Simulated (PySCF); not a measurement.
Species: phosphasilene FPSiF2, F3PSi.
Numbering: `[F:1][P:2]=[Si:3]([F:4])[F:5]`

Level: PBE0/pcSseg-1 and CAM-B3LYP/def2-SVPD in PySCF, non-relativistic, on one gas-phase PBE0-D3(BJ)/def2-SVP geometry that isn't relaxed in the solvent. The solvent is an IEF-PCM continuum (van der Waals radii × 1.2). Only the electrostatic response of the medium enters.

Gas phase at PBE0/pcSseg-1: HOMO -6.94 eV, LUMO -2.08 eV, dipole 1.16 D.

What does the continuum do to the energy, the frontier levels and the dipole at PBE0/pcSseg-1 in benzene and water?

| solvent | ε | E(solvent) − E(gas) (kcal/mol) | polarisation term (kcal/mol) | distortion of the solute (kcal/mol) | HOMO (eV) | LUMO (eV) | dipole (D) |
| --- | --- | --- | --- | --- | --- | --- | --- |
| benzene | 2.271 | -1.33 | -1.39 | 0.06 | -6.83 | -1.98 | 1.34 |
| water | 78.36 | -3.01 | -3.35 | 0.34 | -6.74 | -1.88 | 1.60 |

Polarisation term: ½ Σ q·V over the induced surface charges. Distortion: the rise of the solute's own energy as its density leaves the gas-phase optimum. From benzene to water the lowering changes by a factor 2.27, Onsager's factor (ε − 1)/(2ε + 1) by 2.14 and ε itself by 34.5.

Which radius a makes the point-dipole formula ΔE = −[(ε − 1)/(2ε + 1)]·μ²/a³ give the value in water, with the gas-phase dipole?

μ = 0.457 au and |ΔE| = 0.00480 Eh give a = 1.47 Å; the farthest nucleus lies 2.25 Å from the centroid of the nuclei, so such a sphere wouldn't even hold the nuclei. The formula assumes a rigid point dipole at the centre of a sphere.

Which IAO charges (PBE0/pcSseg-1) respond most in benzene (means over atoms taken as equivalent)?

```tsv
atoms	environment	gas (e)	solvent (e)	change
Si3	silicon bonded to 2 F and P	+1.216	+1.233	+0.017
P2	phosphorus bonded to F and Si	+0.226	+0.218	-0.008
F1	phosphorus-bound fluorine	-0.472	-0.478	-0.006
F5	silicon-bound fluorine	-0.481	-0.483	-0.002
F4	silicon-bound fluorine	-0.489	-0.490	-0.001
```

Which Mayer bond orders change most in benzene?

| bond | length (Å) | gas | solvent | change |
| --- | --- | --- | --- | --- |
| F1–P2 | 1.645 | 0.796 | 0.786 | -0.010 |
| P2–Si3 | 2.097 | 1.641 | 1.634 | -0.007 |
| Si3–F5 | 1.603 | 0.970 | 0.967 | -0.003 |
| Si3–F4 | 1.605 | 0.955 | 0.954 | -0.001 |

Gas phase at CAM-B3LYP/def2-SVPD: HOMO -8.16 eV, LUMO -1.12 eV, dipole 1.03 D.

What does the continuum do to the energy, the frontier levels and the dipole at CAM-B3LYP/def2-SVPD in benzene?

```csv
solvent,ε,E(solvent) − E(gas) (kcal/mol),polarisation term (kcal/mol),distortion of the solute (kcal/mol),HOMO (eV),LUMO (eV),dipole (D)
benzene,2.271,-1.23,-1.28,0.05,-8.07,-1.01,1.19
```

How does the static polarisability (CAM-B3LYP/def2-SVPD, frozen core, with the continuum's full static response) change?

```tsv
medium	isotropic (au)	principal values (au)	⟨r²⟩ of the electrons (bohr²)
gas	54.4	45.3, 45.5, 72.5	663.5
benzene	62.4	50.5, 52.1, 84.6	663.7
```

The isotropic value in benzene is 1.15 times the gas-phase one; no cavity-field correction is applied. ⟨r²⟩ is taken about the centre of nuclear charge.

The run took 3.8 s on one thread, Arm Neoverse V1 (aarch64), no GPU (shared host), and the process peaked at 0.48 GiB of memory. This is the whole shielding run at PBE0/pcSseg-1 in water, SCF included.
